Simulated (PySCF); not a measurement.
## Worked example: entropy of an ideal gas

H4HfO2, SMILES [OH][HfH2][OH], multiplicity 1.

Coordinates come from a PBE-D3(BJ)/def2-TZVP optimisation. The multiplicity is an assumed one; other spin states were not compared. The def2 effective core potentials stand for the cores of Hf; spin–orbit coupling is left out. Other conformers were not sampled.

PBE-D3(BJ)/def2-TZVP in PySCF 2.14.0 gives the harmonic wavenumbers 145, 234, 244, 265, 307, 344, 511, 525, 612, 699, 708, 1636, 1668, 3854, 3856 cm⁻¹ and the rotational temperatures 0.6164, 0.2391, 0.1847 K. The molar mass is 214.52 g/mol, the symmetry number 2, the spin multiplicity 1.

### Question
Work out the entropy at 298.15 K and 1 atm in the rigid-rotor, harmonic-oscillator model.

### Answer

Translation (Sackur–Tetrode at 1 atm): S = R[1.5 ln M + 2.5 ln T − 1.16487] = 175.7 J/(mol K).
Rotation: q = (√π/σ) T^1.5/√(θA θB θC) = 27700, S = R[ln q + 3/2] = 97.5 J/(mol K).
Vibration: with u = 1.4388 ν/T, each mode gives R[u/(e^u − 1) − ln(1 − e^−u)]:
| ν (cm⁻¹) | modes | u | S (J/(mol K)) |
|---|---|---|---|
| 145 | 1 | 0.70 | 11.45 |
| 234 | 1 | 1.13 | 7.73 |
| 244 | 1 | 1.18 | 7.42 |
| 265 | 1 | 1.28 | 6.81 |
| 307 | 1 | 1.48 | 5.77 |
| 344 | 1 | 1.66 | 4.99 |
| 511 | 1 | 2.47 | 2.64 |
| 525 | 1 | 2.53 | 2.50 |
| 612 | 1 | 2.95 | 1.80 |
| 699 | 1 | 3.37 | 1.29 |
| 708 | 1 | 3.42 | 1.24 |
| 1636 | 1 | 7.89 | 0.03 |
| 1668 | 1 | 8.05 | 0.02 |
The stiffer modes add less than 0.005 each. Sum 53.7 J/(mol K).
Spin: R ln 1 = 0.0 J/(mol K).
Total 326.9 J/(mol K); the program's own thermochemistry gives 326.9. Translation makes up 54 % and vibration 16 %. Anharmonicity, hindered rotation and orbital degeneracy are left out.
